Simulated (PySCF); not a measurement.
# Radial density of Te⁺ (tellurium, charge +1)

wB97X, [Kr] 4d10 5s2 5p2 6s1, high-spin 4P determinant (an excited configuration). Calculation: PySCF 2.14, in aug-cc-pVTZ-PP with ECP28MDF (6s5p4d2f, 55 functions); scalar relativity through the core potential. This is the valence pseudo-density: the core potential removes the inner electrons and smooths the orbitals near the nucleus.

```json
{"r (bohr)": "0.00219", "4πr²ρ (e/bohr)": "2.565e-05", "4πr²(ρα − ρβ)": "0.0000"}
{"r (bohr)": "0.00369", "4πr²ρ (e/bohr)": "7.071e-05", "4πr²(ρα − ρβ)": "0.0000"}
{"r (bohr)": "0.00621", "4πr²ρ (e/bohr)": "0.0001866", "4πr²(ρα − ρβ)": "0.0000"}
{"r (bohr)": "0.0104", "4πr²ρ (e/bohr)": "0.0004440", "4πr²(ρα − ρβ)": "0.0000"}
{"r (bohr)": "0.0176", "4πr²ρ (e/bohr)": "0.0008889", "4πr²(ρα − ρβ)": "0.0000"}
{"r (bohr)": "0.0295", "4πr²ρ (e/bohr)": "0.001510", "4πr²(ρα − ρβ)": "0.0000"}
{"r (bohr)": "0.0497", "4πr²ρ (e/bohr)": "0.002033", "4πr²(ρα − ρβ)": "0.0000"}
{"r (bohr)": "0.0836", "4πr²ρ (e/bohr)": "0.003823", "4πr²(ρα − ρβ)": "0.0001"}
{"r (bohr)": "0.141", "4πr²ρ (e/bohr)": "0.02539", "4πr²(ρα − ρβ)": "0.0002"}
{"r (bohr)": "0.236", "4πr²ρ (e/bohr)": "0.3384", "4πr²(ρα − ρβ)": "0.0028"}
{"r (bohr)": "0.398", "4πr²ρ (e/bohr)": "5.243", "4πr²(ρα − ρβ)": "0.0699"}
{"r (bohr)": "0.669", "4πr²ρ (e/bohr)": "25.05", "4πr²(ρα − ρβ)": "0.2344"}
{"r (bohr)": "1.13", "4πr²ρ (e/bohr)": "13.16", "4πr²(ρα − ρβ)": "0.0951"}
{"r (bohr)": "1.89", "4πr²ρ (e/bohr)": "3.396", "4πr²(ρα − ρβ)": "1.1377"}
{"r (bohr)": "3.18", "4πr²ρ (e/bohr)": "0.8026", "4πr²(ρα − ρβ)": "0.5630"}
{"r (bohr)": "5.35", "4πr²ρ (e/bohr)": "0.2586", "4πr²(ρα − ρβ)": "0.2572"}
{"r (bohr)": "9.01", "4πr²ρ (e/bohr)": "0.01679", "4πr²(ρα − ρβ)": "0.0168"}
```

Energies and moments cover only the electrons outside the core potential. The outer electron is Rydberg-like, and this basis confines it to a smaller radius and binds it less than a complete one would.
